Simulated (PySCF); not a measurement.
Si(H)2(Br)(OEt) (C₂H₇BrOSi), SMILES CCO[SiH2]Br. Geometry optimised at PBE0-D3(BJ)/def2-SVP. The values are those of a single conformer.

Computed equilibrium geometry at PBE0-D3(BJ)/def2-SVP (PySCF confirms it by a frequency run) as Cartesian coordinates in Å (one conformer of several):
```xyz
12

Si     0.4308     0.9026     0.6462
Br     1.4399    -0.6506    -0.5999
O     -1.1908     0.9137     0.3549
C     -2.0702    -0.1733     0.5655
C     -3.4789     0.2534     0.2341
H      0.7297     0.5590     2.0651
H      0.9485     2.2344     0.2564
H     -2.0071    -0.5127     1.6172
H     -1.7648    -1.0259    -0.0683
H     -3.5446     0.5780    -0.8147
H     -3.7897     1.0933     0.8729
H     -4.1805    -0.5803     0.3865
```
